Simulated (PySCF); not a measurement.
Input of a response calculation (the driver script's job line, then coordinates in Å):

```
{"job": {"kind": "uv", "xc": "wB97X-D", "basis": "def2-SVPD", "ip": true, "nstates": 10}, "charge": 0, "multiplicity": 1}
Mo     0.003206    -0.034798    -0.536733
C      0.024100     0.027611     1.161250
H      0.034295     0.065551     2.254251
F      1.787222    -0.067185    -1.005852
F     -0.878013     1.508777    -1.032464
F     -0.907679    -1.595977    -0.909733
```

Computed, not measured: TDDFT wB97X-D/def2-SVPD, vertical, gas phase, core orbitals frozen in the response, def2 core potentials past Kr (PySCF). Job line and output are in the format of a driver script around the code.

Question: Give the output.

Answer: 
```
coarse grid: 31728 points
cycle   1  E = -406.0098015872  dE = -7.902e+00  |g| = 1.002e+00  |ddm| = 3.888e+00
cycle   2  E = -405.7920750246  dE =  2.177e-01  |g| = 1.571e+00  |ddm| = 1.591e+00
cycle   3  E = -406.1725319468  dE = -3.805e-01  |g| = 2.263e-01  |ddm| = 1.023e+00
cycle   4  E = -406.1801054839  dE = -7.574e-03  |g| = 1.315e-01  |ddm| = 3.868e-01
cycle   5  E = -406.1838850741  dE = -3.780e-03  |g| = 3.613e-02  |ddm| = 1.423e-01
cycle   6  E = -406.1841773442  dE = -2.923e-04  |g| = 4.174e-03  |ddm| = 3.804e-02
cycle   7  E = -406.1841843740  dE = -7.030e-06  |g| = 1.160e-03  |ddm| = 1.444e-02
final grid: 65800 points
cycle   8  E = -406.1888274898  dE = -6.172e-05  |g| = 4.936e-03  |ddm| = 6.843e-02
cycle   9  E = -406.1888096267  dE =  1.786e-05  |g| = 1.027e-02  |ddm| = 1.454e-02
cycle  10  E = -406.1888335320  dE = -2.391e-05  |g| = 1.137e-03  |ddm| = 9.593e-03
cycle  11  E = -406.1888338550  dE = -3.230e-07  |g| = 6.739e-04  |ddm| = 2.150e-03
cycle  12  E = -406.1888340138  dE = -1.588e-07  |g| = 1.364e-04  |ddm| = 1.036e-03
cycle  13  E = -406.1888340505  dE = -3.670e-08  |g| = 6.528e-05  |ddm| = 5.976e-04
cycle  14  E = -406.1888340597  dE = -9.175e-09  |g| = 2.049e-05  |ddm| = 4.047e-04
cycle  15  E = -406.1888340602  dE = -5.136e-10  |g| = 5.208e-06  |ddm| = 8.966e-05
converged SCF energy = -406.1888340602

Static polarisability (au): isotropic 47.043, principal 42.136 42.231 56.762

Singlet excitations
state   eV       nm        f      main configurations
  1   3.5102    353.2   0.00000   H-1->L 0.34, H->L+1 0.34, H->L 0.16
  2   3.8909    318.7   0.00063   H->L+1 0.45, H-1->L 0.36, H->L 0.12
  3   3.8921    318.6   0.00066   H->L 0.46, H-1->L+1 0.34, H-1->L 0.12
  4   3.9529    313.7   0.00801   H-1->L+1 0.39, H->L 0.20, H-1->L 0.15
  5   5.2516    236.1   0.00003   H-1->L+3 0.46, H->L+4 0.44
  6   5.4363    228.1   0.02373   H->L+2 0.95
  7   5.4403    227.9   0.02293   H-1->L+2 0.94
  8   5.5790    222.2   0.00064   H-1->L+4 0.47, H->L+3 0.47
  9   5.5801    222.2   0.00093   H->L+4 0.47, H-1->L+3 0.46
 10   7.2051    172.1   0.00400   H-2->L 0.93

Triplet excitations (Tamm-Dancoff, eV): 3.0242 3.2332 3.2346 3.3739
Vertical ionisation energy (delta-SCF) = 10.7912 eV
```

Geometry: PBE0-D3(BJ)/def2-SVP; no solvent, vibrations or thermal averaging. Atoms past krypton carry effective core potentials; spin–orbit coupling is left out.

The species is Mo(CH)F3 (`[CH]#[Mo]([F])([F])[F]`).

The SCF starts on a coarse grid; the energy jumps when the final grid takes over, and dE counts afresh there. H and L stand for HOMO and LUMO.

The vertical ionisation energy (ΔSCF) is 10.79 eV, 3.59 eV above S10.

Time: 71 s wall (grids of density and orbitals included); peak memory 0.63 GiB. Hardware: one thread, Arm Neoverse N1 (aarch64) (shared host).

Note: wB97X-D ran without an empirical dispersion term, which enters the total energy and its gradient alone.
